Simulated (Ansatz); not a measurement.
## How basis sets differ on SiNH3OF2 (SMILES N[Si](O)(F)F)

The species is SiNH3OF2 (8 atoms), meant as a singlet with charge 0. SMILES: `N[Si](O)(F)F`. The coordinates come from a PBE0-D4/def2-TZVP relaxation. This is one conformer, not always the lowest.

```xyz
8

N    -0.4423    1.0468    0.3354
Si    0.1497   -0.3262   -0.4428
O     0.3873   -1.5589    0.5789
F    -0.7876   -0.9304   -1.5633
F     1.4755    0.1241   -1.1831
H    -1.2660    1.0054    0.9119
H    -0.3117    1.9594   -0.0683
H     0.8873   -1.3772    1.3755
```

Each level gives the dipole moment (D). The values are calculated.

| level | kind | program | value (D) | CPU time |
| --- | --- | --- | --- | --- |
| HF/STO-3G | Hartree–Fock | Ansatz | 2.13 | 2.3 s |
| HF/3-21G | Hartree–Fock | Ansatz | 4.04 | 3.2 s |
| HF/def2-SVP | Hartree–Fock | Ansatz | 3.61 | 7.2 s |
| HF/6-311G** | Hartree–Fock | Ansatz | 3.68 | 12 s |

The values span 2.13 to 4.04 D. Sets without polarisation functions give poor dipoles. Times are those of the runs behind each value, whatever else they computed, on shared processors of several kinds: orders of magnitude only.
